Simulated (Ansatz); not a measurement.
Input file for Ansatz (a quantum-chemistry and plane-wave program): R-CAM-B3LYP/def2-TZVPPD on H2 (SMILES [H][H]). Files ending in .json are basis or fitting sets from the Basis Set Exchange.

Ansatz 0.2 input:
```yaml
crystal:
  periodic: [false, false, false]
  atoms:
    - {symbol: H, position_ang: [0.47026707, 0.19333344, 3.02195296]}
    - {symbol: H, position_ang: [-0.21461953, -0.09247748, 2.96600832]}
basis:
  gaussian:
    orbitals: def2-TZVPPD.json
hamiltonian:
  xc: {name: CAM-B3LYP}
scf: {lower_state_search: off}
```

Output:

```
WARN ansatz: RAYON_NUM_THREADS=1 ignored (pool sized by the plan → 1); use --threads N
Functional definition: CAM-B3LYP
these checks for a lower state are left out or cut short: stability, starts, cluster_reference, orbital_swaps, neighbouring_geometries, increment
integrals: 0.00 GiB planned
118 factors; their error is unknown
integrals: 0.03 GiB planned
52 factors; integrals over basis functions are off by at most 3.1e-5 eV
mean field: 0.05 GiB planned
mean field evaluation 1: about -31.8555 eV, gradient 3.5e0 eV
mean field evaluation 2: about -31.8835 eV, gradient 2.1e-1 eV
mean field evaluation 4: about -31.8837 eV, gradient 2.1e-1 eV
mean field evaluation 8: about -31.8809 eV, gradient 1.7e-4 eV
mean field -31.88093916 eV, -1.1716029045 hartree, gradient 4.2e-7 eV, S^2 0.000000; 0 other end points of the search recorded, 0 dependent functions left out
reference -31.88100413 eV, -1.1716052921 hartree; 1, 1 occupied and 33, 33 virtual orbitals, 118 factors
Total energy: -31.88100413 eV, -1.1716052921 hartree
Checks for a lower state left out: stability, starts, cluster_reference, orbital_swaps, neighbouring_geometries, increment
```

Self-consistency was reached.

Cost: about 0.15 core-seconds (a rough figure).
